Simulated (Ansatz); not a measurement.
`[Cl][Ti]([Cl])([Cl])[Cl]` and `[Cl][Zr]([Cl])([Cl])[Cl]` differ in one element.

Ansatz, PBE0-D4/def2-TZVP geometries, multiplicity 1. 

Elements past krypton have def2 core potentials. Scalar relativity is left out up to krypton.

```json
{"property": "HOMO energy (B3LYP/def2-TZVPP) / eV", "`[Cl][Ti]([Cl])([Cl])[Cl]`": "-9.34"}
{"property": "LUMO energy (PBE0/def2-TZVPP) / eV", "`[Cl][Ti]([Cl])([Cl])[Cl]`": "-3.73"}
{"property": "HOMO–LUMO gap (PBE0/def2-TZVPP) / eV", "`[Cl][Ti]([Cl])([Cl])[Cl]`": "5.90"}
{"property": "size of the dipole moment (ωB97M-V/def2-TZVPP) / D", "`[Cl][Ti]([Cl])([Cl])[Cl]`": "0.00"}
{"property": "zero-point energy (PBE0-D4/def2-TZVP) / kJ/mol", "`[Cl][Ti]([Cl])([Cl])[Cl]`": "15.3"}
{"property": "LUMO energy (ωB97M-V/def2-TZVPP) / eV", "`[Cl][Ti]([Cl])([Cl])[Cl]`": "-1.59"}
```

(1) Give the same properties after the change, and the shifts. (Estimate.)

## Answers

(1) Ansatz gave: 
```json
{"property": "HOMO energy (B3LYP/def2-TZVPP) / eV", "`[Cl][Zr]([Cl])([Cl])[Cl]`": "-9.42", "shift": "-0.08"}
{"property": "LUMO energy (PBE0/def2-TZVPP) / eV", "`[Cl][Zr]([Cl])([Cl])[Cl]`": "-2.65", "shift": "1.08"}
{"property": "HOMO–LUMO gap (PBE0/def2-TZVPP) / eV", "`[Cl][Zr]([Cl])([Cl])[Cl]`": "7.07", "shift": "1.17"}
{"property": "size of the dipole moment (ωB97M-V/def2-TZVPP) / D", "`[Cl][Zr]([Cl])([Cl])[Cl]`": "0.00", "shift": "0.00"}
{"property": "zero-point energy (PBE0-D4/def2-TZVP) / kJ/mol", "`[Cl][Zr]([Cl])([Cl])[Cl]`": "13.1", "shift": "-2.2"}
{"property": "LUMO energy (ωB97M-V/def2-TZVPP) / eV", "`[Cl][Zr]([Cl])([Cl])[Cl]`": "-0.54", "shift": "1.05"}
```

With PBE0 the HOMO falls by 0.09 eV and the LUMO rises by 1.08 eV, so the gap widens by about 1.17 eV. PBE moves the HOMO by -0.08 eV and ωB97M-V by -0.12 eV.

B3LYP here is the variant with VWN-RPA as its local correlation; programs differ in this.
